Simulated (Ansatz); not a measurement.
Geometry optimisation, Ansatz 0.2.0, RKS LDA/def2-SVP.

Input:

```yaml
crystal:
  periodic: [false, false, false]
  atoms:
    - { symbol: In, position_ang: [0.0, 0.0, 0.0] }
    - { symbol: Cl, position_ang: [0.0, 0.0, 2.79] }
    - { symbol: C, position_ang: [1.8879, 0.0, -1.09] }
    - { symbol: H, position_ang: [2.2175, -1.0462, -1.2602] }
    - { symbol: H, position_ang: [1.7514, 0.508, -2.0674] }
    - { symbol: H, position_ang: [2.6574, 0.5381, -0.4982] }
    - { symbol: Cl, position_ang: [-2.113, 0.0, -1.22] }
    - { symbol: Br, position_ang: [-0.3652, 2.7469, 0.9207] }
    - { symbol: H, position_ang: [-0.2047, 1.5395, 2.2852] }
basis:
  gaussian: { orbitals: def2-SVP }
hamiltonian:
  xc: lda
relax:
  f_tol: 0.15
  max_steps: 25
  restrain:
    - { distance: [0, 7], at: 2.62, k: 30.0 }
    - { distance: [8, 1], at: 1.37, k: 30.0 }
    - { distance: [0, 1], at: 3.64, k: 30.0 }
    - { distance: [8, 7], at: 2.75, k: 30.0 }
output:
  orbitals: {}
```

Run as:

```bash
$ ansatz run input.yaml --threads 4 --pin off --max-ram 5120MiB --backend cpu --events-out ev --progress --plain --runs-dir out
```

Where does it end, and by what steps?

The run converged. The restraints hold the end off the free minimum; the threshold counts their pulls, which the force column leaves out. Restrained pairs: In1–Br8 (2.92 → 2.59 Å), Cl2–H9 (1.63 → 1.34 Å), In1–Cl2 (2.79 → 3.63 Å), Br8–H9 (1.83 → 2.74 Å). After 7 steps the energy has fallen by 0.313 eV (the restraints' own energy left out); In1 moved furthest, 0.90 Å.

```tsv
step	energy less start (eV)	largest force component (eV/Å)	accepted
0	0.0000	1.578	yes
1	0.0984	1.925	yes
2	-0.0091	1.843	yes
3	-0.1248	1.054	yes
4	-0.2452	0.859	yes
5	-0.2511	1.140	yes
6	-0.3042	0.925	yes
7	-0.3130	0.857	yes
```

```xyz
9
Properties=species:S:1:pos:R:3
In -0.041 0.694 -0.570
Cl 0.084 -0.124 2.963
C 1.889 0.048 -1.128
H 1.930 -1.052 -1.005
H 2.061 0.325 -2.187
H 2.623 0.551 -0.469
Cl -2.099 -0.280 -1.035
Br -0.417 2.966 0.621
H -0.198 1.158 2.671
```

Time of the run: 10 s on 4 threads of Arm Neoverse V2, on a shared host, peak memory 0.2 GiB.
